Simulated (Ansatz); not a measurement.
Reaction (ligand exchange at the Sn–C bond): `O[CH2][SnH]([F])[Cl]` + H₂S → `[F][SnH]([SH])[Cl]` + CH₃OH

Calculated with Ansatz (gas phase, PBE0-D4/def2-TZVP geometries, no zero-point term in ΔE). CCSD(T)/CBS adds triple-zeta CCSD(T) − MP2 to the extrapolated MP2 energy (def2 sets, frozen cores). This one scheme is used for every species. Functionals use def2-TZVPP. Elements past krypton have def2 core potentials. For Sn outer-core shells are correlated without core-valence functions, which leaves a few kJ/mol of doubt a bond. One conformer a species, not always the lowest.

(1) Is it downhill or uphill in electronic energy at CCSD(T)/CBS, and by how much? (An estimate is asked.)

(2) What do these levels give: r2SCAN-D4, PBE0-D4, CCSD(T)/def2-TZVPP, MP2/def2-QZVPP, MP2/CBS(def2), CCSD/CBS(def2)? (Estimate.)

Largest T1 diagnostic among the species: 0.013.

Answers

(1) Ansatz gave: Downhill: ΔE = -19.7 kcal/mol.

(2) Computed: r2SCAN-D4 -20.6, PBE0-D4 -20.3, CCSD(T)/def2-TZVPP -18.8, MP2/def2-QZVPP -20.3, MP2/CBS(def2) -20.6, CCSD/CBS(def2) -19.7 kcal/mol.

In def2-TZVPP, CCSD(T) changes the Hartree–Fock value by +3.0 kcal/mol (the triples alone add −0.0 kcal/mol) and MP2 by +2.1 kcal/mol.
